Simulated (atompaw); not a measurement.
# Plane-wave convergence, PAW (atompaw) potential for tellurium (Te)

atompaw 4.2.0.5 input, output lines left out:

```
Te 52
GGA-PBE scalarrelativistic loggrid 1500 logderivrange -5 5 251
5 5 4 0 0 0
5 1 1
0 0 0
c
c
c
c
v
c
c
c
v
c
c
2
2.00 1.60 1.55 1.70
y
2.15
n
y
-1.05
n
y
-0.15
n
custom polynom gramschmidtortho sinc
bessel
2.00
2.00
2.00
2.00
2.00
```

The pseudo-atom Hamiltonian at the reference potential is diagonalised in spherical Bessel functions j_l(qr) that vanish at 20 bohr, with q² up to the cutoff. All-electron valence levels (Ry): 5s -3.1379, 5p -2.3231.

Q: How do the lowest levels (Ry) of each channel move with the cutoff, and are there ghosts?

A:

| cutoff (Ry) | s #1 | p #1 | d #1 | f #1 | f #2 | Σ f·Δε (mRy) |
| --- | --- | --- | --- | --- | --- | --- |
| 8 | -3.1251 | -2.3124 | -1.2920 | -0.7464 | -0.4260 | 36.2 |
| 10 | -3.1317 | -2.3144 | -1.2991 | -0.7532 | -0.4294 | 21.0 |
| 15 | -3.1371 | -2.3213 | -1.3147 | -0.7608 | -0.4335 | 3.4 |
| 18 | -3.1375 | -2.3225 | -1.3208 | -0.7618 | -0.4340 | 1.4 |
| 25 | -3.1377 | -2.3229 | -1.3228 | -0.7627 | -0.4345 | 0.7 |
| 30 | -3.1378 | -2.3230 | -1.3229 | -0.7627 | -0.4345 | 0.3 |
| 400 | -3.1379 | -2.3231 | -1.3231 | -0.7627 | -0.4345 | 0.0 |

Result: no extra level below or beside the all-electron valence levels (s, p, d, f tested); 10 mRy is reached at 15 Ry and 1 mRy at 21 Ry.
